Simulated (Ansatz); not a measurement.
The cluster Sr3O3, relaxed as a singlet with RKS PBE0-D4/def2-SVP in Ansatz, starting from the GFN2-xTB geometry. Force threshold 0.02 eV/Å.

In the def2 sets Sr takes a core potential; there is no spin–orbit coupling. The structure holds 2 bond(s) between oxygen atoms. The restricted singlet is unstable towards broken spin symmetry in Hartree–Fock (as tested in another run); at PBE0-D4/def2-SVP this wasn't settled. Another isomer (singlet) lies 7.47 eV lower at PBE0-D4/def2-TZVP; other spin states weren't run for this one.

Start:

```csv
atom,x (Å),y (Å),z (Å)
Sr1,1.875,-0.082,-0.880
Sr2,-1.249,-0.250,1.162
Sr3,-1.912,1.126,-1.161
O4,0.293,-1.426,-0.050
O5,0.116,0.017,-0.076
O6,0.877,0.616,1.004
```

Task: Estimate the energy that the relaxation releases and the steps that it takes.

Result: 152.3 kcal/mol, in 31 steps; 57 s on 4 threads of Arm Neoverse V2 on a shared host. No frequencies were taken in this run, so the end may be a saddle point.

Task: Does the start keep its bonding and symmetry?

Result: Bonds lost: Sr3–O5 (atoms count from 1). Bonds formed: Sr3–O4 (atoms count from 1). Point group Cs at the start, Cs at the end, both within 0.05 Å.

Task: Predict the relaxed structure.

Result: 
```xyz
6

Sr    1.935   -0.036   -1.179
Sr   -1.319   -0.642    1.728
Sr   -1.734   -0.274   -1.999
O    -0.411    0.648   -0.323
O     0.516    0.813    0.745
O     1.013   -0.509    1.028
```
Bond lengths (bridged metal pairs left out): 7 × O–Sr 2.33 to 2.59 Å; 2 × O–O 1.42 to 1.44 Å.
